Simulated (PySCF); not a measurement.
In₂H₆ (singlet). All numbers come from PBE0 in PySCF with In def2-TZVP with ECP28, H def2-TZVP; scalar-relativistic core potentials, no spin–orbit coupling; density-fitted integrals.

Harmonic bands of its minimum:

```
ω (cm⁻¹)  IR (km/mol)
     159          0.0
     185          3.4
     349          0.0
     370          0.0
     382          0.0
     524          607
     567          141
     589          0.0
     644          0.0
     663          151
    1103          281
    1163          0.0
    1222         1175
    1332          0.0
    1867          134
    1872          0.0
    1878          0.0
    1882          440
```

Problem. Infer the point group and assign the bands.

Solution. D2h. The modes span 4ag + 3b2u + 2b2g + au + 2b3g + 3b1u + 2b3u + b1g: 159 ag, 185 b2u, 349 b2g, 370 au, 382 b3g, 524 b1u, 567 b3u, 589 ag, 644 b1g, 663 b2u, 1103 b3u, 1163 b2g, 1222 b1u, 1332 ag, 1867 b1u, 1872 ag, 1878 b3g, 1882 b2u. The computed geometry has In–H 1.706 Å (×4), In–H 1.942 Å (×4); H–In–H 81.5° (×2), H–In–H 107.4° (×8), H–In–H 133.6° (×2), In–H–In 98.5° (×2).

This need not be the most stable arrangement of these atoms.
